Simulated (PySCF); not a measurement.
MoCl3H3, SMILES [Cl][MoH3]([Cl])[Cl], multiplicity 1.

Coordinates come from a PBE-D3(BJ)/def2-SVP optimisation. The spin state was assumed, not searched. The structure was generated by enumeration; whether it is a known compound was not checked. The def2 effective core potentials stand for the cores of Mo; spin–orbit coupling is left out.

Two levels are set side by side: PBE/def2-TZVP (PySCF) and ωB97X/def2-TZVP (PySCF). Same geometry, gas phase. Differences are taken from unrounded values.

```
quantity                      ωB97X
---------------------------  ------
orbital gap (eV)               8.98
highest occupied level (eV)  -10.81
lowest empty level (eV)       -1.83
dipole moment (D)              0.17
mean polarisability (bohr³)    84.1
```

Q: What does PBE give, and how far is it from ωB97X? (Estimate from the structure and the level; the computed values follow.)

A: 
| quantity | PBE | PBE minus ωB97X |
|---|---|---|
| orbital gap (eV) | 2.48 | -6.51 |
| highest occupied level (eV) | -7.07 | 3.74 |
| lowest empty level (eV) | -4.59 | -2.76 |
| dipole moment (D) | 0.28 | 0.11 |
| mean polarisability (bohr³) | 88.3 | 4.3 |

PBE's occupied levels lie high since its potential decays too fast outside the molecule; exact exchange lowers them and widens the gap. Loosely held outer electrons make PBE densities more polarisable. Differences between two approximate levels are no errors against the true value.

Rough cost on one machine, each run with all the roots and properties that it gave: ωB97X against PBE within a factor of 2.
